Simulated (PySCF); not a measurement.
CH₅BOS, SMILES B(O)SC.

Coordinates come from a B3LYP-D3(BJ)/def2-SVP optimisation. The values are those of a single conformer.

The numbers are results of r2SCAN/def2-TZVP in PySCF, not measurements.

Symmetry labels are those of the subgroup Cs that the program uses (full group Cs).

Computed valence orbital energies around the gap with their symmetry:
```
orbital  symmetry  energy (eV)
-------  --------  -----------
HOMO−7         A'       -11.75
HOMO−6         A'       -11.04
HOMO−5         A"       -10.74
HOMO−4         A'        -9.86
HOMO−3         A"        -9.33
HOMO−2         A'        -8.25
HOMO−1         A'        -7.57
HOMO           A"        -6.20
LUMO           A"        -0.53
LUMO+1         A'         0.04
LUMO+2         A'         1.14
LUMO+3         A'         1.85
```
